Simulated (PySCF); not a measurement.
**Two-dimensional NMR puzzle**

Compound of formula C5H10Si2. Correlations simulated from computed shifts and the bond graph:

HSQC (one-bond C–H):
```tsv
δH	δC
2.28	6.6
1.97	5.4
0.58	-7.8
0.54	-7.8
```

COSY cross peaks (H two or three bonds apart, from the bond graph; peaks can be absent where the dihedral angle is near 90°):
```tsv
δH	δH
5.05	4.85
5.05	2.28
5.05	0.58
5.05	0.54
4.85	2.28
4.85	0.58
4.85	0.54
0.58	0.54
```

HMBC (two and three bonds, from the bond graph):
```tsv
δH	δC
5.05	84.7, 6.6, -7.8
4.85	84.7, 6.6, -7.8
2.28	84.7, 80.6, -7.8
1.97	84.7, 80.6
0.58	6.6
0.54	6.6
```

Carbons without hydrogens: δ 84.7, 80.6.

In vacuum, non-relativistic, one conformer, one averaged value for each set of equivalent atoms. PBE0/pcSseg-1 with gauge-including orbitals; coordinates at the GFN2-xTB level; PySCF.

Shifts are taken against calculated references (same method and geometry level): $^{1}$H (31.72 ppm), $^{13}$C (186.93 ppm) against TMS.

Exchangeable hydrogens are left out of these lists.

**Question.** Which molecule is this?

**Answer.** `CC#CC1[SiH2]C[SiH2]1`.

Atom-mapped SMILES (the numbers label the heavy atoms): `[CH3:1][C:2]#[C:3][CH:4]1[SiH2:5][CH2:6][SiH2:7]1` (H(Xn): hydrogen on atom n). Ha(Si5), Ha(C6), Ha(Si7) are cis to C3 on the ring; Hb(Si5), Hb(C6), Hb(Si7) are trans to C3 on the ring.

δC 84.7 is C3, an alkyne carbon. δC 80.6 is C2, an alkyne carbon. δC 6.6 is C4, a propargylic sp3 CH bonded to 2 Si (δH 2.28). δC 5.4 is C1, a propargylic methyl carbon (δH 1.97). δC -7.8 is C6, an sp3 CH2 bonded to 2 Si (δH 0.54, 0.58). HMBC from δH 5.05 reaches the proton-free carbon C3. HMBC from δH 4.85 reaches the proton-free carbon C3. HMBC from δH 2.28 reaches the proton-free carbons C3, C2. HMBC from δH 1.97 reaches the proton-free carbons C3, C2. COSY links 5.05–4.85, 5.05–2.28, 5.05–0.58, 5.05–0.54, 4.85–2.28, 4.85–0.58.

The shifts were computed for this structure.

Shifts are as computed. Against solution values, carbons near 30 ppm lie about +3 ppm off and those near 130 ppm about +5 ppm. Of 1211 compounds with measured shifts, 218 miss one by over three times the rms of a fit or turn the order of signals round; such compounds aren't used in these exercises.
